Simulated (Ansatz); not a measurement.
`NB(O)[SiH2]F` + `SS` → `F[SiH2]SS` + `NBO`  (cleavage of the Si–B bond)

Isolated molecules relaxed with PBE0-D4/def2-TZVP in Ansatz; ΔE leaves out vibrations. CCSD(T)/CBS adds triple-zeta CCSD(T) − MP2 to the extrapolated MP2 energy (def2 sets, frozen cores). This one scheme is used for every species. Functionals use def2-TZVPP. B3LYP here is the variant with VWN-RPA as its local correlation; programs differ in this. One conformer a species, not always the lowest.

```csv
level,ΔE (kJ/mol),difference from CCSD(T)/CBS
PBE-D4,-81.2,8.7
r2SCAN-D4,-87.6,2.3
PBE0-D4,-84.7,5.2
B3LYP-D4,-84.0,5.9
ωB97X-V,-83.3,6.6
ωB97M-V,-90.3,-0.4
B2PLYP,-87.7,2.2
PBE,-79.6,10.3
r2SCAN,-87.5,2.4
PBE0,-83.4,6.5
B3LYP,-81.1,8.8
HF/def2-TZVPP,-87.0,2.9
MP2/def2-TZVPP,-98.0,-8.1
SCS-MP2/def2-TZVPP,-93.0,-3.1
CCSD/def2-TZVPP,-85.1,4.8
CCSD(T)/def2-TZVPP,-86.8,3.1
HF/def2-QZVPP,-87.0,2.9
MP2/def2-QZVPP,-99.8,-9.9
SCS-MP2/def2-QZVPP,-94.7,-4.8
HF/CBS(def2),-87.0,2.9
MP2/CBS(def2),-101.1,-11.2
CCSD/CBS(def2),-88.2,1.7
CCSD(T)/CBS,-89.9,0
```

Largest T1 diagnostic among the species: 0.013.

From PBE to PBE0 (25 % exact exchange), in def2-TZVPP and without D4, ΔE moves by −3.8 kJ/mol.
